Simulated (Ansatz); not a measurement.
Reaction (ligand exchange at a Zn–C bond): `C[CH2][Zn][NH2]` + `OCF` → `[NH2][Zn][O]CF` + `CC`

Gas-phase electronic energies from Ansatz, PBE0-D4/def2-TZVP geometries. CCSD(T)/CBS is the MP2 limit (def2-TZVPP, def2-QZVPP) plus CCSD(T) − MP2 in def2-TZVPP, frozen cores. This one scheme is used for every species. Functionals use def2-TZVPP. For Zn outer-core shells are correlated without core-valence functions, which leaves a few kJ/mol of doubt a bond. Scalar relativity is left out up to krypton. One conformer a species, not always the lowest.

| level | ΔE (eV) |
| --- | --- |
| revPBE-D4 | -0.74 |
| RPA@PBE/def2-TZVPP | -0.86 |
| MP2/def2-SVP | -0.99 |
| CCSD/def2-SVP | -1.03 |

Q: What does CCSD(T)/CBS give? (Estimate.)

A: Ansatz gave: -0.87 eV. The listed levels differ from it by 0.13, 0.01, -0.12, -0.16 eV.

Largest T1 diagnostic among the species: 0.015.

Leaving LDA and LC-ωPBE aside and taking each functional with its dispersion term where it has one, the values, not all of them listed here, spread over 0.19 eV, from B97M-V to PBE-D4. LDA lies +0.05 eV from PBE without D4. At CCSD(T), def2-SVP lies −0.14 eV from the extrapolated value and def2-TZVPP +0.00 eV.
